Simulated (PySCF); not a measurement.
Trichloro(naphthyl)silane, C₁₀H₇Cl₃Si.
Cartesian coordinates in Å at the PBE0-D3(BJ)/def2-SVP level; atoms count from 1:
```xyz
21
C10H7Cl3Si angstrom
Cl     4.0828    0.8766   -0.0581
Si     2.3576    1.9512    0.2385
Cl     2.5723    2.9884    1.9983
Cl     2.2396    3.3403   -1.2704
C      0.8895    0.8176    0.2736
C      1.1098   -0.5425    0.1364
C      0.0434   -1.4663    0.1569
C     -1.2458   -1.0207    0.3119
C     -1.5268    0.3622    0.4558
C     -2.8575    0.8263    0.6153
C     -3.1250    2.1668    0.7566
C     -2.0654    3.0996    0.7450
C     -0.7640    2.6801    0.5919
C     -0.4496    1.3043    0.4403
H      2.1278   -0.9170    0.0088
H      0.2526   -2.5326    0.0477
H     -2.0792   -1.7280    0.3276
H     -3.6687    0.0937    0.6240
H     -4.1538    2.5131    0.8783
H     -2.2803    4.1645    0.8585
H      0.0340    3.4247    0.5869
```

Probes without a nucleus sit at each ring's centroid and 1 Å off its mean plane on both sides; NICS is minus the shielding there, NICSzz its component along the normal. Level: GIAO PBE0/pcSseg-1 (PySCF, non-relativistic, gas phase) on the PBE0-D3(BJ)/def2-SVP geometry, one conformer.

Ring bond lengths (Å), with Mayer bond orders in brackets: C5–C6 1.385 (1.54), C6–C7 1.411 (1.32), C7–C8 1.373 (1.54), C8–C9 1.419 (1.26), C9–C14 1.431 (1.26), C14–C5 1.435 (1.21); C9–C10 1.418 (1.27), C10–C11 1.374 (1.55), C11–C12 1.412 (1.31), C12–C13 1.376 (1.59), C13–C14 1.419 (1.29), C14–C9 1.431 (1.26).

Task: Give the NICS values of each ring in ppm.

Result: 
```json
{"ring": "C5–C6–C7–C8–C9–C14", "type": "6-membered carbocycle; formal bonds all aromatic", "NICS(0)": "-8.5", "NICS(1), two faces": "-11.4 / -11.4", "NICS(1)zz, two faces": "-27.0 / -27.0", "rms pucker (Å)": "0.00", "centre to ring atoms, mean (Å)": "1.41"}
{"ring": "C9–C10–C11–C12–C13–C14", "type": "6-membered carbocycle; formal bonds all aromatic", "NICS(0)": "-9.2", "NICS(1), two faces": "-12.0 / -12.0", "NICS(1)zz, two faces": "-29.3 / -29.2", "rms pucker (Å)": "0.00", "centre to ring atoms, mean (Å)": "1.41"}
```

Task: What do they say, and how far can they be read as aromaticity?

Result: 
- C5–C6–C7–C8–C9–C14: mean NICS(1)zz -27.0 ppm, shielded. For a flat ring without four-coordinate atoms the NICS criterion counts such a value as aromatic, though in fused rings the probe also feels the neighbouring ring.
- C9–C10–C11–C12–C13–C14: mean NICS(1)zz -29.2 ppm, shielded. For a flat ring without four-coordinate atoms the NICS criterion counts such a value as aromatic, though in fused rings the probe also feels the neighbouring ring.

Task: How equal are the bonds by HOMA? Use HOMA with the parameters of Krygowski (1993).

Result: 
- C5–C6–C7–C8–C9–C14: HOMA 0.75 = 1 − EN − GEO, with mean bond length 1.409 Å, EN = α(Ropt − mean)² = 0.111 and GEO = α × variance = 0.135. The geometric and the magnetic index point the same way.
- C9–C10–C11–C12–C13–C14: HOMA 0.80 = 1 − EN − GEO, with mean bond length 1.405 Å, EN = α(Ropt − mean)² = 0.076 and GEO = α × variance = 0.125. The geometric and the magnetic index point the same way.

Task: List the ring angles and the Hirshfeld charges of the ring atoms.

Result: 
- C5–C6–C7–C8–C9–C14: C5 119.6° (-0.111 e), C6 121.4° (-0.040 e), C7 119.9° (-0.045 e), C8 120.9° (-0.031 e), C9 119.4° (+0.001 e), C14 118.7° (+0.002 e); sum 720.0° against 720° for a flat convex ring.
- C9–C10–C11–C12–C13–C14: C9 119.5° (+0.001 e), C10 120.9° (-0.044 e), C11 119.8° (-0.044 e), C12 120.6° (-0.039 e), C13 121.1° (-0.052 e), C14 118.0° (+0.002 e); sum 720.0° against 720° for a flat convex ring.

Task: What are the shieldings of the ring atoms and their hydrogens in the same run (means over atoms taken as equivalent)?

Result: 
```csv
atoms,environment,σ isotropic (ppm)
C5,substituted aromatic carbon,51.6
C6,aromatic CH carbon,43.4
C7,aromatic CH carbon,54.9
C8,aromatic CH carbon,43.9
C9,ring-fusion aromatic carbon,47.8
C10,aromatic CH carbon,49.3
C11,aromatic CH carbon,52.2
C12,aromatic CH carbon,51.1
C13,aromatic CH carbon,50.6
C14,ring-fusion aromatic carbon,46.4
H15,aromatic hydrogen,23.10
H16,aromatic hydrogen,23.60
H17,aromatic hydrogen,23.14
H18,aromatic hydrogen,23.24
```

The list is cut; further classes of hydrogen are left out.

Task: How do the values depend on the level or the medium?

Result: 
```json
{"level": "PBE0/pcSseg-1, gas", "NICS(0), C5–C6–C7–C8–C9–C14": "-8.5", "mean NICS(1)zz, C5–C6–C7–C8–C9–C14": "-27.0", "NICS(0), C9–C10–C11–C12–C13–C14": "-9.2", "mean NICS(1)zz, C9–C10–C11–C12–C13–C14": "-29.2"}
{"level": "WP04/pcSseg-1, gas", "NICS(0), C5–C6–C7–C8–C9–C14": "-8.7", "mean NICS(1)zz, C5–C6–C7–C8–C9–C14": "-26.1", "NICS(0), C9–C10–C11–C12–C13–C14": "-9.4", "mean NICS(1)zz, C9–C10–C11–C12–C13–C14": "-28.2"}
```

The geometry is the same throughout.
